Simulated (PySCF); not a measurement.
## Arsenic: highly charged ions in a basis for the neutral atom

As¹⁸⁺ [Ne] 3s2 3p3, As¹⁹⁺ [Ne] 3s2 3p2. Calculation: PySCF 2.14, in x2c-SVPall (5s4p3d, 32 functions); scalar relativity by spin-free X2C-1e. No spin-orbit coupling, so a gap to NIST mixes the basis error with missing relativistic terms.

Changed run: basis of the neutral atom used for a highly charged ion. This setting is unsound on purpose.

```
species  method  sound run (hartree)  changed run (hartree)  converged
  As¹⁸⁺     UHF              not run            -2077.60357        yes
  As¹⁸⁺     PBE              not run            -2077.94635        yes
  As¹⁸⁺     LDA              not run            -2074.66842        yes
  As¹⁹⁺     UHF              not run            -2051.19140        yes
  As¹⁹⁺     PBE              not run            -2051.50337        yes
  As¹⁹⁺     LDA              not run            -2048.22348        yes
```

Ionisation energy of As¹⁸⁺:

| method | changed run (eV) | NIST (eV) |
| --- | --- | --- |
| UHF | 718.71 | 728.9 ± 2.2 |
| PBE | 719.55 | 728.9 ± 2.2 |
| LDA | 719.60 | 728.9 ± 2.2 |

The contracted functions were made for the neutral atom and can be too rigid for a highly charged ion.
